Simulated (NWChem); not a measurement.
Lowest excitation of HFSi

```
Si
F 1 1.6354
H 1 1.5468 2 96.80
```
Charge 0, spin multiplicity 1.

The numbers come from NWChem runs, not from measurements. All single points use one geometry, from PBE0/def2-SVP, a minimum by its harmonic frequencies.

Basis set: aug-cc-pVDZ.

The correlated methods keep 6 core orbitals frozen. B3LYP has NWChem's definition, with VWN1-RPA local correlation. The structure started from a generated list of species. Coupled-cluster values serve here as a point of comparison, not as the truth.

Task: One of these methods gave a lowest vertical singlet excitation energy of 2.90 eV. Which?
(A) TD-B3LYP
(B) EOM-CCSD
(C) CIS

Result: A, TD-B3LYP. The others give 3.10 (EOM-CCSD), 3.29 (CIS).
